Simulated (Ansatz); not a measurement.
Program: Ansatz. Geometries: PBE0-D4/def2-TZVP. ΔE: electronic, gas phase. CBS: MP2 limit from def2 TZ/QZ plus the TZ coupled-cluster correction, frozen cores. This one scheme is used for every species. Functionals use def2-TZVPP. B3LYP here is the variant with VWN-RPA as its local correlation; programs differ in this. For Br, Ge outer-core shells are correlated without core-valence functions, which leaves a few kJ/mol of doubt a bond. Scalar relativity is left out up to krypton.

Reaction (ligand exchange at a Ge–C bond): `[CH3][Ge][Br]` + H–F → `[F][Ge][Br]` + CH₄

`[CH3][Ge][Br]`:

Z-matrix (Å, degrees):
```
C
Ge 1 1.985
H 1 1.092 2 111.1
H 1 1.094 2 109.5 3 121.0
H 1 1.094 2 109.9 3 -121.4
Br 2 2.358 1 96.4 3 178.9
```

H–F:

Z-matrix (Å, degrees):
```
F
H 1 0.920
```

`[F][Ge][Br]`:

Cartesian coordinates in Å:
```
F -0.432 -1.397 -0.320
Ge -0.406 0.298 -0.747
Br 0.838 1.100 1.067
```

CH₄:

Cartesian coordinates in Å:
```
C 0.000 0.000 0.000
H -0.889 -0.407 -0.481
H 0.515 -0.793 0.542
H -0.291 0.786 0.697
H 0.665 0.414 -0.757
```

```csv
level,ΔE (kJ/mol),difference from CCSD(T)/CBS
B97M-V,-152.2,-25.1
r2SCANh-D4,-141.6,-14.5
ωB97M-V,-140.1,-13.0
BLYP,-159.6,-32.5
r2SCAN,-146.3,-19.2
B3LYP,-151.6,-24.5
r2SCAN0,-137.6,-10.5
LC-ωPBE,-139.7,-12.6
HF/def2-SVP,-144.3,-17.2
MP2/def2-TZVPP,-126.6,0.5
CCSD(T)/CBS,-127.1,0
```

Question: What do rigid-rotor, harmonic-oscillator terms from PBE0-D4/def2-TZVP frequencies (298.15 K, 1 bar) make of the CCSD(T)/CBS value? (Estimate.)

Answer: Computed: ΔZPE = +5.0 kJ/mol, ΔH = -123.9 kJ/mol, ΔS = -9 J/(mol·K), ΔG = -121.3 kJ/mol.

Largest T1 diagnostic among the species: 0.012.

In def2-TZVPP, CCSD(T) changes the Hartree–Fock value by +16.4 kJ/mol (the triples alone add −0.2 kJ/mol) and MP2 by +17.1 kJ/mol. At CCSD(T), def2-SVP lies −17.6 kJ/mol from the extrapolated value and def2-TZVPP −0.2 kJ/mol. From r2SCAN to r2SCAN0 (25 % exact exchange), in def2-TZVPP and without D4, ΔE moves by +8.8 kJ/mol.
